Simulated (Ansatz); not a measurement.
Reaction (redistribution): `CO[SiH](F)S` + `N[SiH]([SiH3])S` → `N[SiH](F)S` + `CO[SiH]([SiH3])S`

Program: Ansatz. Geometries: PBE0-D4/def2-TZVP. ΔE: electronic, gas phase. CBS: MP2 limit from def2 TZ/QZ plus the TZ coupled-cluster correction, frozen cores. Functionals use def2-TZVPP. B3LYP here is the variant with VWN-RPA as its local correlation; programs differ in this. HSE06 is defined as in plane-wave codes. One conformer a species, not always the lowest.

```json
{"level": "LDA (SPW92)", "ΔE (kJ/mol)": "-16.5", "difference from CCSD(T)/CBS": "-3.3"}
{"level": "PBE-D4", "ΔE (kJ/mol)": "-14.7", "difference from CCSD(T)/CBS": "-1.5"}
{"level": "B97M-V", "ΔE (kJ/mol)": "-14.2", "difference from CCSD(T)/CBS": "-1.0"}
{"level": "B3LYP-D4", "ΔE (kJ/mol)": "-14.3", "difference from CCSD(T)/CBS": "-1.1"}
{"level": "HSE06-D4", "ΔE (kJ/mol)": "-13.8", "difference from CCSD(T)/CBS": "-0.6"}
{"level": "BHLYP-D4", "ΔE (kJ/mol)": "-13.6", "difference from CCSD(T)/CBS": "-0.4"}
{"level": "PBE", "ΔE (kJ/mol)": "-14.1", "difference from CCSD(T)/CBS": "-0.9"}
{"level": "r2SCAN", "ΔE (kJ/mol)": "-13.7", "difference from CCSD(T)/CBS": "-0.5"}
{"level": "HSE06", "ΔE (kJ/mol)": "-13.3", "difference from CCSD(T)/CBS": "-0.1"}
{"level": "HF/def2-TZVPP", "ΔE (kJ/mol)": "-10.5", "difference from CCSD(T)/CBS": "2.7"}
{"level": "SCS-MP2/def2-TZVPP", "ΔE (kJ/mol)": "-13.4", "difference from CCSD(T)/CBS": "-0.2"}
{"level": "CCSD/def2-TZVPP", "ΔE (kJ/mol)": "-12.6", "difference from CCSD(T)/CBS": "0.6"}
{"level": "CCSD(T)/def2-TZVPP", "ΔE (kJ/mol)": "-13.1", "difference from CCSD(T)/CBS": "0.1"}
{"level": "HF/def2-QZVPP", "ΔE (kJ/mol)": "-10.0", "difference from CCSD(T)/CBS": "3.2"}
{"level": "MP2/def2-QZVPP", "ΔE (kJ/mol)": "-14.2", "difference from CCSD(T)/CBS": "-1.0"}
{"level": "HF/CBS(def2)", "ΔE (kJ/mol)": "-9.9", "difference from CCSD(T)/CBS": "3.3"}
{"level": "CCSD(T)/CBS", "ΔE (kJ/mol)": "-13.2", "difference from CCSD(T)/CBS": "0"}
```

Largest T1 diagnostic among the species: 0.012.

Leaving LDA and LC-ωPBE aside and taking each functional with its dispersion term where it has one, the values, not all of them listed here, spread over 1.5 kJ/mol, from BLYP-D4 to r2SCAN0-D4.
